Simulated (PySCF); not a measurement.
**Correlation energy of C²⁺ (carbon, charge +2)**

[He] 2s1 2p1, high-spin 3P determinant (an excited configuration). Calculation: PySCF 2.14, in aug-cc-pwCVTZ (7s6p4d2f, 59 functions); the non-relativistic Hamiltonian (point nucleus). Frozen: 1s2; 2 electrons correlated.

With two correlated electrons CCSD is exact within the correlated space (frozen core and kept virtual orbitals).

| level | correlation energy (mhartree) |
| --- | --- |
| CCSD | -5.27 |

Diagnostics: T1 = 0.0011, D1 = 0.0021, largest double amplitude 0.021.

Task: Is a single reference adequate?

Result: Yes: T1 lies below 0.03 and no double amplitude reaches 0.07.
